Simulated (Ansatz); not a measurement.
`[CH3][SnH]([Cl])[O][SiH3]` + H–F → `[F][SnH]([Cl])[O][SiH3]` + CH₄  (ligand exchange at the Sn–C bond)

Calculated with Ansatz (gas phase, PBE0-D4/def2-TZVP geometries, no zero-point term in ΔE). CCSD(T)/CBS is the MP2 limit (def2-TZVPP, def2-QZVPP) plus CCSD(T) − MP2 in def2-TZVPP, frozen cores. This one scheme is used for every species. DFT in def2-TZVPP. B3LYP here is the variant with VWN-RPA as its local correlation; programs differ in this. HSE06 is defined as in plane-wave codes. Elements past krypton have def2 core potentials. For Sn outer-core shells are correlated without core-valence functions, which leaves a few kJ/mol of doubt a bond. Each species was taken in one conformer, which may not be the lowest.

`[CH3][SnH]([Cl])[O][SiH3]`:

```xyz
12

C    -0.935   -1.124    1.938
Sn    0.585   -0.100    0.885
Cl    2.014   -1.663   -0.092
O    -0.296    0.789   -0.611
Si    0.082    1.144   -2.161
H    -0.503   -1.678    2.770
H    -1.665   -0.406    2.310
H    -1.418   -1.814    1.248
H     1.564    1.054    1.662
H    -0.046   -0.052   -3.037
H    -0.857    2.193   -2.639
H     1.476    1.658   -2.274
```

H–F:

Cartesian coordinates in Å:
```
F 0.166 0.126 0.410
H -0.166 -0.126 -0.410
```

`[F][SnH]([Cl])[O][SiH3]`:

```xyz
9

F     1.000    1.984    1.348
Sn    1.094    0.084    1.253
Cl   -0.463   -0.681    2.759
O     0.495   -0.363   -0.518
Si   -0.888   -0.183   -1.391
H     2.670   -0.441    1.533
H    -1.307   -1.512   -1.902
H    -0.629    0.727   -2.536
H    -1.972    0.385   -0.547
```

CH₄:

```xyz
5

C     0.000    0.000    0.000
H    -1.049   -0.112   -0.271
H     0.075    0.297    1.046
H     0.458    0.764   -0.628
H     0.516   -0.948   -0.147
```

```csv
level,ΔE (kcal/mol),difference from CCSD(T)/CBS
LDA (SPW92),-13.7,0.4
PBE-D4,-15.5,-1.4
BLYP-D4,-17.8,-3.7
r2SCAN-D4,-17.5,-3.4
B97M-V,-19.9,-5.8
PBE0-D4,-14.3,-0.2
B3LYP-D4,-16.8,-2.7
r2SCANh-D4,-16.7,-2.6
r2SCAN0-D4,-15.7,-1.6
HSE06-D4,-14.2,-0.1
ωB97X-V,-17.0,-2.9
ωB97M-V,-15.9,-1.8
B2PLYP,-17.0,-2.9
PBE-QIDH,-13.9,0.2
PBE,-16.6,-2.5
revPBE,-17.3,-3.2
BLYP,-19.9,-5.8
r2SCAN,-17.8,-3.7
B3LYP,-18.5,-4.4
r2SCANh,-17.1,-3.0
r2SCAN0,-16.1,-2.0
HSE06,-15.1,-1.0
BHLYP,-18.1,-4.0
CAM-B3LYP,-18.7,-4.6
LC-ωPBE,-17.0,-2.9
RPA@PBE/def2-TZVPP,-13.8,0.3
HF/def2-SVP,-19.0,-4.9
MP2/def2-SVP,-18.6,-4.5
CCSD/def2-SVP,-18.4,-4.3
CCSD(T)/def2-SVP,-18.3,-4.2
HF/def2-TZVPP,-19.4,-5.3
MP2/def2-TZVPP,-12.4,1.7
CCSD/def2-TZVPP,-13.8,0.3
CCSD(T)/def2-TZVPP,-13.5,0.6
HF/def2-QZVPP,-20.2,-6.1
MP2/def2-QZVPP,-13.0,1.1
SCS-MP2/def2-QZVPP,-15.0,-0.9
HF/CBS(def2),-20.4,-6.3
MP2/CBS(def2),-13.0,1.1
CCSD/CBS(def2),-14.4,-0.3
CCSD(T)/CBS,-14.1,0
```

Largest T1 diagnostic among the species: 0.013.

In def2-TZVPP, CCSD(T) changes the Hartree–Fock value by +5.8 kcal/mol (the triples alone add +0.3 kcal/mol) and MP2 by +7.0 kcal/mol. The D4 term adds +1.7 kcal/mol with B3LYP and +1.0 kcal/mol with PBE0; it sums over pairs of atoms, weighted by their polarisabilities, and B3LYP, whose exchange is more repulsive, gets the larger term.

CCSD(T)/CBS has its own doubt, a few kJ/mol and more with outer-core shells, so smaller differences from it don't rank the levels.
